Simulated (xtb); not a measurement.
C$_{6}$H$_{12}$O, triplet, from a rough starting geometry (a higher spin typed on purpose: for a closed-shell molecule this is an excited state); GFN2-xTB (xtb).

Here is a job for xtb.
```
$ xtb mol.xyz --gfn 2 --uhf 2 --opt vtight --json

# file mol.xyz
19

C     -1.88947378    -1.30079777     0.43379309
C     -0.86182163    -0.16003119     0.52859795
C     -1.47504461     1.14714550     0.08567393
C      0.35455319    -0.44206384    -0.18500582
C      1.52237961     0.48379222     0.20904902
C      2.77244244     0.42713963    -0.69963420
O      1.47504234     1.24529733     1.08715780
H     -1.44618627    -2.24019814     0.87587264
H     -2.76099801    -1.10460135     0.97914987
H     -2.05696727    -1.47586498    -0.60795096
H     -0.65963184     0.04929149     1.60521609
H     -1.76757538     0.99868998    -1.04870373
H     -2.49952570     1.34102845     0.52033349
H     -0.79962335     1.89906317     0.17076629
H      0.22404879    -0.41686299    -1.26019628
H      0.75179637    -1.51448435     0.09320865
H      3.50440872     1.08036864    -0.40366803
H      2.42340089     0.60159871    -1.80668070
H      3.16773168    -0.63412368    -0.67213227
```

Task: Predict the main parts of the log of this xtb run.

Result: 
```
   ID    Z sym.   atoms
    1    6 C      1-6
    2    8 O      7
    3    1 H      8-19

           -------------------------------------------------
          |                Calculation Setup                |
           -------------------------------------------------

           -------------------------------------------------
          |                 G F N 2 - x T B                 |
           -------------------------------------------------

          ...................................................
          :                      SETUP                      :
          :.................................................:
          :  # basis functions                  40          :
          :  # atomic orbitals                  40          :
          :  # shells                           26          :
          :  # electrons                        42          :
          :  max. iterations                   250          :
          :  Hamiltonian                  GFN2-xTB          :
          :  restarted?                      false          :
          :  GBSA solvation                  false          :
          :  PC potential                    false          :
          :  electronic temp.          300.0000000     K    :
          :  accuracy                    1.0000000          :
          :  -> integral cutoff          0.2500000E+02      :
          :  -> integral neglect         0.1000000E-07      :
          :  -> SCF convergence          0.1000000E-05 Eh   :
          :  -> wf. convergence          0.1000000E-03 e    :
          :  Broyden damping             0.4000000          :
          :  net charge                          0          :
          :  unpaired electrons                  2          :
          ...................................................

 iter      E             dE          RMSdq      gap      omega  full diag
   1    -23.1120309 -0.231120E+02  0.277E+00    6.08       0.0  T
   2    -23.1475484 -0.355175E-01  0.152E+00    5.78       1.0  T
   3    -23.1490347 -0.148629E-02  0.814E-01    6.19       1.0  T
   4    -23.1500148 -0.980176E-03  0.194E-01    6.10       1.0  T
   5    -23.1503947 -0.379815E-03  0.761E-02    6.12       1.0  T
   6    -23.1504101 -0.154386E-04  0.368E-02    6.11       1.0  T
   7    -23.1504112 -0.111012E-05  0.792E-03    6.11       2.9  T
   8    -23.1504115 -0.283659E-06  0.279E-03    6.11       8.2  T
   9    -23.1504115 -0.905988E-08  0.122E-03    6.11      18.7  T
[...]
 * total energy  :   -22.8879787 Eh     change       -0.1242941E-04 Eh
 * total energy  :   -22.8879898 Eh     change       -0.1110273E-04 Eh
 * total energy  :   -22.8879976 Eh     change       -0.7773215E-05 Eh
 * total energy  :   -22.8880042 Eh     change       -0.6680353E-05 Eh
 * total energy  :   -22.8880078 Eh     change       -0.3552120E-05 Eh
 * total energy  :   -22.8880103 Eh     change       -0.2502156E-05 Eh
 * total energy  :   -22.8880122 Eh     change       -0.1901726E-05 Eh
 * total energy  :   -22.8880135 Eh     change       -0.1310574E-05 Eh
 * total energy  :   -22.8880141 Eh     change       -0.6058342E-06 Eh
 * total energy  :   -22.8880143 Eh     change       -0.1659080E-06 Eh
 * total energy  :   -22.8880144 Eh     change       -0.1536351E-06 Eh
 * total energy  :   -22.8880145 Eh     change       -0.6267276E-07 Eh
   *** GEOMETRY OPTIMIZATION CONVERGED AFTER 40 ITERATIONS ***
         :: total energy             -22.888014504313 Eh    ::
[...]
     #   Z sym  total        # sym  WBO       # sym  WBO       # sym  WBO
 ---------------------------------------------------------------------------
     1   6 C    3.993 --    10 H    0.986     8 H    0.985     9 H    0.984
                             2 C    0.970
     2   6 C    3.994 --     3 C    1.028     4 C    0.982     1 C    0.970
                            11 H    0.967
     3   6 C    3.975 --     2 C    1.028    12 H    0.979    13 H    0.978
                            14 H    0.800
     4   6 C    3.978 --     2 C    0.982    16 H    0.974    15 H    0.952
                             5 C    0.911
     5   6 C    3.383 --     7 O    1.454     6 C    0.925     4 C    0.911
     6   6 C    3.978 --    17 H    0.981    19 H    0.978    18 H    0.962
                             5 C    0.925
     7   8 O    1.938 --     5 C    1.454    14 H    0.144
     8   1 H    0.998 --     1 C    0.985
     9   1 H    0.997 --     1 C    0.984
    10   1 H    0.998 --     1 C    0.986
    11   1 H    0.998 --     2 C    0.967
    12   1 H    0.997 --     3 C    0.979
    13   1 H    0.996 --     3 C    0.978
    14   1 H    0.977 --     3 C    0.800     7 O    0.144
    15   1 H    0.997 --     4 C    0.952
    16   1 H    0.998 --     4 C    0.974
    17   1 H    0.996 --     6 C    0.981
    18   1 H    0.997 --     6 C    0.962
    19   1 H    0.998 --     6 C    0.978
 ---------------------------------------------------------------------------

Topologies differ in total number of bonds
Writing topology from bond orders to xtbtopo.mol

molecular dipole:
                 x           y           z       tot (Debye)
 q only:       -0.535      -0.931       0.037
   full:       -0.505      -1.080      -0.132       3.050
molecular quadrupole (traceless):
                xx          xy          yy          xz          yz          zz
 q only:        3.918      -3.715      -4.207      -0.983       0.318       0.289
  q+dip:        4.032      -4.048      -5.825      -1.268       0.151       1.793
   full:        4.535      -3.882      -5.679      -1.502       0.130       1.144

optimized geometry written to: xtbopt.xyz

           -------------------------------------------------
          | TOTAL ENERGY              -22.888014504313 Eh   |
          | GRADIENT NORM               0.000089412597 Eh/α |
          | HOMO-LUMO GAP               8.743559884135 eV   |
           -------------------------------------------------

normal termination of xtb
```
